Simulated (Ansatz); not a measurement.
Consider the ligand exchange at the Si–N bond: `O[SiH](O)N[SiH3]` + `CBN[SiH3]` → `CBN([SiH3])[SiH3]` + `N[SiH](O)O`.

Computed with Ansatz on PBE0-D4/def2-TZVP structures; ΔE is electronic, products minus reactants. CBS: MP2 limit from def2 TZ/QZ plus the TZ coupled-cluster correction, frozen cores. This one scheme is used for every species. DFT in def2-TZVPP. B3LYP here is the variant with VWN-RPA as its local correlation; programs differ in this. Each species was taken in one conformer, which may not be the lowest.

(1) Is it downhill or uphill in electronic energy at CCSD(T)/CBS, and by how much? (Best estimate.)

(2) What do these levels give: PBE-D4, ωB97X-V, ωB97M-V, PBE, PBE0, B3LYP, SCS-MP2/def2-TZVPP, CCSD/def2-TZVPP, CCSD(T)/def2-TZVPP, SCS-MP2/def2-QZVPP, MP2/CBS(def2), CCSD/CBS(def2)? (Estimate.)

Largest T1 diagnostic among the species: 0.012.

Answers

(1) Computed: Uphill: ΔE = +18.8 kJ/mol.

(2) Ansatz gave: PBE-D4 18.9, ωB97X-V 22.1, ωB97M-V 21.4, PBE 20.9, PBE0 21.7, B3LYP 25.1, SCS-MP2/def2-TZVPP 20.3, CCSD/def2-TZVPP 20.9, CCSD(T)/def2-TZVPP 19.3, SCS-MP2/def2-QZVPP 20.0, MP2/CBS(def2) 17.9, CCSD/CBS(def2) 20.5 kJ/mol.

The D4 term adds −3.3 kJ/mol with B3LYP and −1.8 kJ/mol with PBE0; it sums over pairs of atoms, weighted by their polarisabilities, and B3LYP, whose exchange is more repulsive, gets the larger term. In def2-TZVPP, CCSD(T) changes the Hartree–Fock value by −9.6 kJ/mol (the triples alone add −1.7 kJ/mol) and MP2 by −10.5 kJ/mol.
